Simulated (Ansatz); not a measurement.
Geometry optimisation, RKS PBE-D4/def2-SVP in Ansatz.

The input (input.yaml):

```yaml
crystal:
  periodic: [false, false, false]
  atoms:
    - { symbol: Ge, position_ang: [-0.4772, 1.3192, -1.19] }
    - { symbol: S, position_ang: [0.6607, 1.2535, 0.6704] }
    - { symbol: S, position_ang: [1.4014, -0.6628, 0.158] }
    - { symbol: As, position_ang: [-0.1368, -1.7105, 1.3096] }
    - { symbol: H, position_ang: [-1.5372, 0.1846, -1.2568] }
    - { symbol: H, position_ang: [-1.2921, 2.7264, -1.2508] }
    - { symbol: H, position_ang: [0.4502, 1.2675, -2.4195] }
    - { symbol: H, position_ang: [0.5773, -3.074, 1.2287] }
    - { symbol: H, position_ang: [0.4422, -1.3501, 2.7333] }
basis:
  gaussian: { orbitals: def2-SVP }
hamiltonian:
  xc: pbe
  dispersion: d4
relax:
  f_tol: 0.015
  max_steps: 40
```

Command:

```bash
$ ansatz run input.yaml --threads 2 --pin off --max-ram 3072MiB --backend cpu --events-out ev --progress --plain --runs-dir out
```

Problem. Where does it end, and by what steps?

Solution. It converged. After 13 steps the energy has fallen by 0.294 eV; H9 moved furthest, 0.64 Å.

```json
{"step": "0", "energy less start (eV)": "0.0000", "largest force component (eV/Å)": "1.494", "accepted": "yes"}
{"step": "1", "energy less start (eV)": "-0.2359", "largest force component (eV/Å)": "0.464", "accepted": "yes"}
{"step": "2", "energy less start (eV)": "-0.2649", "largest force component (eV/Å)": "0.227", "accepted": "yes"}
{"step": "3", "energy less start (eV)": "-0.2738", "largest force component (eV/Å)": "0.085", "accepted": "yes"}
{"step": "4", "energy less start (eV)": "-0.2773", "largest force component (eV/Å)": "0.100", "accepted": "yes"}
{"step": "5", "energy less start (eV)": "-0.2828", "largest force component (eV/Å)": "0.062", "accepted": "yes"}
{"step": "6", "energy less start (eV)": "-0.2873", "largest force component (eV/Å)": "0.154", "accepted": "yes"}
{"step": "7", "energy less start (eV)": "-0.2916", "largest force component (eV/Å)": "0.126", "accepted": "yes"}
{"step": "8", "energy less start (eV)": "-0.2937", "largest force component (eV/Å)": "0.020", "accepted": "yes"}
{"step": "9", "energy less start (eV)": "-0.2941", "largest force component (eV/Å)": "0.017", "accepted": "yes"}
{"step": "10", "energy less start (eV)": "-0.2944", "largest force component (eV/Å)": "0.031", "accepted": "yes"}
{"step": "11", "energy less start (eV)": "-0.2945", "largest force component (eV/Å)": "0.024", "accepted": "yes"}
{"step": "12", "energy less start (eV)": "-0.2945", "largest force component (eV/Å)": "0.020", "accepted": "no"}
{"step": "13", "energy less start (eV)": "-0.2945", "largest force component (eV/Å)": "0.013", "accepted": "yes"}
```

```xyz
9
Properties=species:S:1:pos:R:3
Ge -0.538 1.374 -1.325
S 0.671 1.495 0.583
S 1.511 -0.438 0.523
As -0.144 -1.640 1.569
H -1.536 0.196 -1.189
H -1.288 2.727 -1.457
H 0.417 1.145 -2.523
H 0.336 -2.971 0.944
H 0.658 -1.935 2.859
```

Whether the end is a true minimum wasn't checked by a vibrational analysis.

The run took 31 s on 2 threads of Arm Neoverse V2, on a shared host, peak memory 0.18 GiB.
